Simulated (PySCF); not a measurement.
Species: C₃H₅GeNO.
Bonds: N1–Ge2, Ge2–C3, C3–C4 (triple), C4–C5, C5–O6 (double). Hydrogens: H7, H8 on N1; H9, H10 on Ge2; H11 on C5.

Method: PySCF, PBE0-D3(BJ)/def2-SVP geometry optimisation, gas phase; density fitting, grid level 1; the optimiser is geomeTRIC in internal coordinates, started from a GFN2-xTB structure with every atom displaced at random (about 0.01 Å).

Step 0: E = -63218.5442 eV
```
atom  x, y, z in Å  |  force x, y, z in eV/Å
N1     -2.5312   -0.1136   -0.2449   -0.274   0.690  -0.287
Ge2    -1.1676    1.0402   -0.4245    0.055  -0.067   0.543
C3      0.5208    0.2569   -0.0123    3.204  -1.438   0.801
C4      1.6117   -0.2996    0.2720   -4.646   1.831  -1.133
C5      2.8140   -0.9427    0.5861    1.257   0.628   0.167
O6      2.9459   -2.0752    0.9405    0.030  -1.311   0.311
H7     -2.5807   -0.8748   -0.8842   -0.015  -0.729  -0.581
H8     -2.7501   -0.4140    0.6763   -0.219  -0.355   0.951
H9     -1.3829    2.1752    0.5536   -0.019   0.281   0.225
H10    -1.1155    1.4744   -1.8408    0.070   0.320  -0.946
H11     3.6743   -0.2527    0.5023    0.557   0.149  -0.052
```

Step 1: E = -63218.6892 eV
```
atom  x, y, z in Å  |  force x, y, z in eV/Å
N1     -2.4718   -0.1600   -0.2220   -0.110   0.178  -0.041
Ge2    -1.1692    1.0977   -0.4349   -0.011  -0.075   0.005
C3      0.5798    0.3933   -0.0356   -0.550  -0.082  -0.049
C4      1.5047   -0.3424    0.2682    0.653   0.083   0.042
C5      2.7658   -0.9782    0.5943   -0.133  -0.086   0.099
O6      2.8987   -2.1230    0.9458   -0.005   0.039  -0.049
H7     -2.4672   -0.9462   -0.8647    0.073   0.002   0.054
H8     -2.6503   -0.4786    0.7260    0.075  -0.027  -0.050
H9     -1.4349    2.2463    0.5436   -0.009   0.003   0.002
H10    -1.1532    1.5481   -1.9002   -0.012  -0.005   0.009
H11     3.6363   -0.2829    0.5036    0.030  -0.031  -0.022
```

Question: Estimate the geometry and energy of step 2. (The exact step hangs on the optimiser's Hessian estimate; all steps are aligned on step 1, rigid shifts and turns removed.)

Answer: E = -63218.7062 eV, largest force 0.457 eV/Å
```
atom  x, y, z in Å  |  force x, y, z in eV/Å
N1     -2.4889   -0.1494   -0.2270   -0.156   0.078  -0.033
Ge2    -1.1769    1.0917   -0.4340    0.102   0.057  -0.009
C3      0.5713    0.3823   -0.0332   -0.073  -0.377   0.088
C4      1.5211   -0.3307    0.2697    0.110   0.438  -0.066
C5      2.7764   -0.9724    0.6012   -0.118  -0.080  -0.064
O6      2.8904   -2.1222    0.9413    0.035  -0.020   0.032
H7     -2.4644   -0.9396   -0.8632    0.045  -0.044   0.008
H8     -2.6494   -0.4754    0.7205    0.038  -0.044   0.021
H9     -1.4404    2.2418    0.5438    0.007   0.003   0.001
H10    -1.1599    1.5417   -1.8988    0.003   0.003  -0.002
H11     3.6593   -0.2936    0.5036    0.007  -0.014   0.026
```

The energy changes by -0.0171 eV. The first-order estimate −F·Δx gives -0.0225 eV and the mean of the old and new forces, exact on a quadratic surface, -0.0170 eV. The step makes an angle of 59° with the force vector and moves no atom by more than 0.025 Å.

The cost below is that of the whole optimisation. The run took 77 s wall on one thread of an Intel Xeon Platinum 8259CL at 2.50 GHz, no GPU, shared host with 96 logical CPUs at a one-minute load of 10, and the process peaked at 0.53 GiB of memory.
